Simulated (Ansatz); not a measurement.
Geometry optimisation, RKS PBE-D4/def2-TZVP (Ansatz).

Input file:

```yaml
crystal:
  periodic: [false, false, false]
  atoms:
    - { symbol: O, position_ang: [0.00286, -0.95713, 0.18567] }
    - { symbol: Sb, position_ang: [-0.60565, 1.1388, -0.69033] }
    - { symbol: H, position_ang: [-0.51727, -1.40464, 0.86868] }
    - { symbol: H, position_ang: [0.43155, -1.63835, -0.35264] }
    - { symbol: H, position_ang: [1.06632, 1.25285, -0.9311] }
    - { symbol: H, position_ang: [-0.37781, 1.60848, 0.91972] }
total_charge: 1
basis:
  gaussian: { orbitals: def2-TZVP }
hamiltonian:
  xc: pbe
  dispersion: d4
relax:
  f_tol: 0.015
  max_steps: 40
```

Launched with:

```bash
$ ansatz run input.yaml --threads 2 --pin off --max-ram 3072MiB --backend cpu --events-out ev --progress --plain --runs-dir out
```

Where does it end, and by what steps?

The forces met the threshold. Limits of this set-up: the dipole of an ion depends on the origin. After 4 steps the energy has fallen by 0.079 eV; Sb2 moved furthest, 0.12 Å.

| step | energy less start (eV) | largest force component (eV/Å) | accepted |
| --- | --- | --- | --- |
| 0 | 0.0000 | 0.859 | yes |
| 1 | -0.0648 | 0.383 | yes |
| 2 | -0.0738 | 0.213 | yes |
| 3 | -0.0774 | 0.327 | yes |
| 4 | -0.0795 | 0.003 | yes |

```xyz
6
Properties=species:S:1:pos:R:3
O 0.049 -0.945 0.218
Sb -0.585 1.022 -0.652
H -0.559 -1.389 0.845
H 0.400 -1.627 -0.390
H 1.088 1.288 -0.960
H -0.394 1.652 0.939
```

Whether the end is a true minimum wasn't checked by a vibrational analysis.

Run time: 4.4 s on 2 threads of Intel(R) Xeon(R) Platinum 8488C (Sapphire Rapids), on a shared host, peak memory 0.17 GiB.
